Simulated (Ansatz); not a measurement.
C₂H₄ClFOSi (`FC1(CCl)O[SiH2]1`), relaxed with RKS PBE-D4/def2-SVP in Ansatz 0.2.0 from a rough embedded geometry. The force threshold is 0.03 eV/Å; the program also tests the step.

The species carries charge 0 and has multiplicity 1.

Start:

```xyz
10

F     1.498    1.031    0.625
C     0.452    0.396    0.052
C    -0.868    0.789    0.560
Cl   -1.197    2.475    0.380
O     0.503    0.068   -1.342
Si    0.721   -1.364   -0.510
H    -1.737    0.254    0.040
H    -0.997    0.501    1.613
H     2.098   -1.915   -0.735
H    -0.473   -2.235   -0.683
```

```json
{"step": "1", "energy (eV)": "-27274.1095", "largest force (eV/Å)": "2.273", "largest move (Å)": "0.000"}
{"step": "2", "energy (eV)": "-27274.4729", "largest force (eV/Å)": "1.093", "largest move (Å)": "0.158"}
{"step": "3", "energy (eV)": "-27274.5267", "largest force (eV/Å)": "0.333", "largest move (Å)": "0.082"}
{"step": "4", "energy (eV)": "-27274.5391", "largest force (eV/Å)": "0.238", "largest move (Å)": "0.065"}
{"step": "5", "energy (eV)": "-27274.5429", "largest force (eV/Å)": "0.107", "largest move (Å)": "0.037"}
{"step": "6", "energy (eV)": "-27274.5432", "largest force (eV/Å)": "0.105", "largest move (Å)": "0.029"}
{"step": "7", "energy (eV)": "-27274.5437", "largest force (eV/Å)": "0.046", "largest move (Å)": "0.022"}
{"step": "8", "energy (eV)": "-27274.5440", "largest force (eV/Å)": "0.006", "largest move (Å)": "0.012"}
```

End:

```xyz
10

F     1.455    0.971    0.666
C     0.401    0.293    0.109
C    -0.914    0.798    0.640
Cl   -1.220    2.510    0.150
O     0.513    0.191   -1.298
Si    0.709   -1.395   -0.623
H    -1.748    0.185    0.250
H    -0.913    0.759    1.746
H     2.094   -1.952   -0.666
H    -0.378   -2.361   -0.973
```

It took 13 s on 4 threads of an Arm Neoverse V1 on a shared host, with 0.18 GiB of host memory at the peak.
